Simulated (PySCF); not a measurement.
KCa: from constants to spectrum

ROHF-CCSD(T) constants of KCa, ²Σ⁺ (doublet), unpaired electrons σ ↑ (basis K def2-SVP, Ca def2-SVP; no relativity; PySCF 2.14; masses 38.9637 and 39.9626 u):

- ωe: 64.1 cm⁻¹
- ωexe: 0.84 cm⁻¹
- Be: 0.04421 cm⁻¹
- αe: 0.000567 cm⁻¹
- De to K + Ca: 0.142 eV

What force constant and bond length do these constants imply?

Reduced mass μred = 19.728 u; k = 5.8918×10⁻⁷·μred·ωe² (u, cm⁻¹, mdyn/Å) = 0.0478 mdyn/Å; Re = √(16.8576/(μred·Be)) (u, cm⁻¹, Å) = 4.396 Å.

Estimate the centrifugal constant D from the Kratzer relation and find the Dunham coefficient a1.

D = 4Be³/ωe² = 8.41e-08 cm⁻¹; a1 = −1 − αeωe/(6Be²) = -4.10.

Correlated steps freeze 10 core orbitals. The bond is weak. Basis-set superposition, not corrected here, can be much of De in a small basis, most of all at correlated wavefunction levels. The state is the lowest determinant that a PBE0 search found; another state may lie lower at other levels.
